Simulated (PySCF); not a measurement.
# Ionisation energy of Ge⁺ by level of theory

Ge⁺ [Ar] 3d10 4s2 4p1 (2P) → Ge²⁺ [Ar] 3d10 4s2 (1S), as a difference of total energies. Calculation: PySCF 2.14, in aug-cc-pVDZ-DK (6s5p3d, 36 functions); the spin-free X2C one-electron Hamiltonian (Gaussian nucleus). Correlated levels: valence: [Ar] 3d10 frozen. The calculations carry no spin-orbit coupling.

```csv
method,ionisation energy (eV)
UHF,15.231
LDA,15.903
PBE,15.798
PBE0,15.819
r2SCAN,15.989
M06-L,15.473
TPSSh,15.821
MP2 (valence),15.380
SCS-MP2 (valence),15.360
```

**Question.** Estimate what BHandHLYP gives.

**Answer.** 15.738 eV, closest to PBE among the rows shown.

**Question.** Estimate what r2SCANh gives.

**Answer.** 15.981 eV, closest to r2SCAN among the rows shown.

A first-order spin-orbit estimate (lowest level to lowest level, LS coupling) adds 0.129 eV.

Errors of the correlated levels include the incompleteness of this basis and the frozen core.

For comparison: 15.935 eV (measured; NIST Atomic Spectra Database, ionization energies).
